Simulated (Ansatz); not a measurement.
Cd₂SeF₂ (the lowest singlet isomer of a short search). Total charge 0; singlet. Geometry PBE-D4/def2-SVP, basis def2-TZVP, Ansatz.

```csv
atom,x (Å),y (Å),z (Å)
Cd1,-1.5414,0.3464,-0.7266
Cd2,1.5592,0.0471,0.7692
Se3,0.0852,1.9181,0.2075
F4,2.7502,-1.4267,1.2275
F5,-2.8531,-0.8849,-1.4776
```

| run | HOMO (eV) | LUMO (eV) |
| --- | --- | --- |
| A | -7.83 | -2.44 |
| B | -6.80 | -3.25 |
| C | -7.65 | -2.54 |
| D | -10.13 | -0.40 |
| E | -7.26 | -2.91 |
| F | -6.80 | -3.16 |

In the def2 sets Cd takes a core potential; there is no spin–orbit coupling. LC-ωPBE has ω = 0.4 bohr⁻¹. HSE06 is defined as in plane-wave codes, on full-range PBE exchange. The structure comes from a short search, and lower isomers may exist.

Task: The runs used B97M-V, HSE06, LC-ωPBE, PBE0, r2SCAN, r2SCAN0. Estimate which is which.

Result: A r2SCAN0 (25 % exact exchange); B B97M-V (0 % exact exchange); C PBE0 (25 % exact exchange); D LC-ωPBE (range-separated); E HSE06 (range-separated); F r2SCAN (0 % exact exchange). Exact exchange lowers occupied and raises empty levels; among semilocal functionals meta-GGAs tend to open the gap a little, and such runs are hard to tell apart. The gap grows from 3.56 eV (B97M-V) to 9.73 eV (LC-ωPBE).
